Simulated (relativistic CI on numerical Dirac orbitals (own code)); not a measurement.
Ta XXVIII: q coefficients and field-shift factors

Method of calculation: Dirac-Coulomb-Breit CI, KLI orbitals optimised for each configuration, derivatives by finite differences, unscaled Slater integrals, QED left out (own radial code, finite nucleus).

Configurations in the expansion (outside the closed core [Ar] 3d10): 4s2.4p6.4d10, 4s2.4p6.4d9.4f, 4s2.4p5.4d10.4f, 4s.4p6.4d10.4f, 4s2.4p6.4d9.5s, 4s2.4p6.4d9.5p. Double excitations out of closed p, d and f shells are left out; levels of such configurations are missing from the list, as are those of other unlisted configurations, and high levels can miss mixing partners.

With x = (α/α₀)² − 1 an excitation energy changes as ω = ω₀ + qx; K = 2q/ω₀ is the relative enhancement. Terms are leading LS components, so labels can repeat. The field-shift factor is F = δν/δ⟨r²⟩ for the transition from the lowest level.

Lowest level 4s2.4p6.4d10 1S_0.

```csv
Level,ω₀ (cm⁻¹),q (cm⁻¹),F (GHz/fm²)
4s2.4p6.4d9.4f 3P°_0,1491644,-2464,18.4
4s2.4p6.4d9.4f 3P°_1,1508113,5363,18.8
4s2.4p6.4d9.4f 3P°_2,1540214,15820,19.3
4s2.4p6.4d9.4f 3H°_5,1546759,-2140,18.8
4s2.4p6.4d9.4f 3H°_6,1559458,21560,19.7
4s2.4p6.4d9.4f 3F°_3,1570089,328.2,18.9
4s2.4p6.4d9.4f 1D°_2,1572692,13180,19.4
4s2.4p6.4d9.4f 3G°_4,1576679,1327,19
4s2.4p6.4d9.4f 3F°_4,1596847,24280,19.8
4s2.4p6.4d9.4f 3G°_5,1611049,23190,20.1
4s2.4p6.4d9.4f 3D°_3,1618713,24690,20.1
4s2.4p6.4d9.4f 3D°_1,1622647,59690,20.7
4s2.4p6.4d9.4f 3H°_4,1663278,109800,22
4s2.4p6.4d9.4f 1D°_2,1669639,121400,22.3
4s2.4p6.4d9.4f 3F°_2,1687597,127600,22.4
4s2.4p6.4d9.4f 1H°_5,1701279,138100,23.1
4s2.4p6.4d9.4f 3G°_3,1711616,126000,22.6
4s2.4p6.4d9.4f 3G°_4,1729527,140800,23.3
4s2.4p6.4d9.4f 1F°_3,1730187,126500,22.9
4s2.4p6.4d9.4f 1P°_1,2026292,74210,23.5
4s2.4p6.4d9.5s 3D_3,2692543,-424100,630
4s2.4p6.4d9.5s 1D_2,2700374,-422200,627
4s2.4p6.4d9.5s 3D_1,2813693,-301800,633
```

At this charge energies of transitions that change n are usually good to better than 1 %, and those within a shell (Δn = 0) to a few per cent.

(1) Which transition from the lowest level has the largest |K|?

## Answers

(1) 4s2.4p6.4d9.5s 3D_3 at 2692543 cm⁻¹, K = -0.315.
